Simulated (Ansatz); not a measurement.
Cl$_{2}$HNbOS, SMILES `[OH][Nb](=[S])([Cl])[Cl]`. The species carries charge 0 and has multiplicity 1. Nb takes the def2 core potential. All single points use the PBE0-D4/def2-TZVP geometry. It is one conformer, not always the lowest.

```xyz
6

O    -1.179   -0.140    0.930
Nb    0.322    0.140   -0.134
S     0.268   -1.254   -1.737
Cl    0.277    2.247   -0.996
Cl    2.211   -0.223    1.085
H    -1.900   -0.770    0.852
```

Task: What is the dipole moment at PBE/def2-TZVPP? (Estimate.)

Result: Ansatz gave: 2.29 D, with components (-1.92, -0.58, 1.09) D in this frame, pointing from negative to positive charge.

Task: And with r2SCAN, B3LYP, ωB97M-V? (Best estimate.)

Result: Computed: r2SCAN 2.34 D, B3LYP 2.25 D, ωB97M-V 2.29 D.

Task: Give the Mulliken charges with PBE, ωB97M-V, B3LYP in def2-TZVPP. (An estimate is asked.)

Result: Computed: 
| atom | PBE | ωB97M-V | B3LYP |
| --- | --- | --- | --- |
| O1 | -0.42 | -0.45 | -0.47 |
| Nb2 | 1.04 | 0.99 | 1.15 |
| S3 | -0.33 | -0.27 | -0.34 |
| Cl4 | -0.26 | -0.25 | -0.29 |
| Cl5 | -0.26 | -0.25 | -0.29 |
| H6 | 0.23 | 0.22 | 0.23 |

B3LYP here is the variant with VWN-RPA as its local correlation; programs differ in this.
